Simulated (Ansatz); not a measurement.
The cluster Sn₉O, relaxed as a singlet with RKS PBE-D4/def2-SVP in Ansatz, starting from the GFN2-xTB geometry. Force threshold 0.03 eV/Å.

In the def2 sets Sn takes a core potential; there is no spin–orbit coupling. Another isomer (singlet) lies 0.13 eV lower at PBE0-D4/def2-SVP; other spin states weren't run for this one.

Start:

Cartesian coordinates in Å:
```
O -2.2927 1.0242 -0.9822
Sn 2.7633 -0.6429 0.6318
Sn -1.1415 2.4153 0.5895
Sn 1.0873 -1.1482 -1.7077
Sn -0.0996 -0.2430 0.7070
Sn 1.3476 1.8659 -0.7075
Sn -0.8442 1.0540 -2.5837
Sn -2.9784 0.2524 0.7595
Sn 0.7865 -2.9670 0.4948
Sn 1.3717 -1.6107 2.7984
```

| step | energy (eV) | largest force component (eV/Å) | SCF passes |
| --- | --- | --- | --- |
| 1 | -54536.2917 | 2.291 | 45 |
| 2 | -54537.2509 | 0.480 | 32 |
| 3 | -54537.4526 | 0.344 | 31 |
| 4 | -54537.5943 | 0.210 | 31 |
| 5 | -54537.7303 | 0.160 | 31 |
| 6 | -54537.8344 | 0.256 | 26 |
| 7 | -54537.9290 | 0.135 | 25 |
| 8 | -54537.9937 | 0.163 | 26 |
| 9 (rejected) | -54537.9655 | 0.537 | 31 |
| 10 | -54538.0188 | 0.063 | 24 |
| 11 | -54538.0227 | 0.050 | 25 |
| 12 | -54538.0249 | 0.040 | 25 |
| 13 | -54538.0275 | 0.034 | 26 |
| 14 | -54538.0283 | 0.038 | 26 |
| 15 | -54538.0289 | 0.021 | 26 |

Force components are those of the run's own axes.

End:

```xyz
10

O    -2.171    0.976   -1.161
Sn    2.875   -0.845    0.272
Sn   -1.611    2.394    0.447
Sn    0.672   -0.988   -1.646
Sn    0.273    0.290    1.555
Sn    1.524    1.994   -0.631
Sn   -0.747    1.310   -2.738
Sn   -2.470   -0.527    0.404
Sn   -0.007   -2.775    0.579
Sn    1.663   -1.828    2.919
```

By distances, no bond broke or formed, bridged metal pairs apart. The bond that changes most is Sn4–Sn5, from 2.84 to 3.47 Å (atoms count from 1). Metal–metal contacts that move far: Sn4–Sn5 2.84 to 3.47 Å.

No frequencies were taken in this run, so the end may be a saddle point.

Hardware: 4 threads of AMD EPYC 9R45 on a shared host. Wall time 43 s, peak host memory 0.67 GiB.
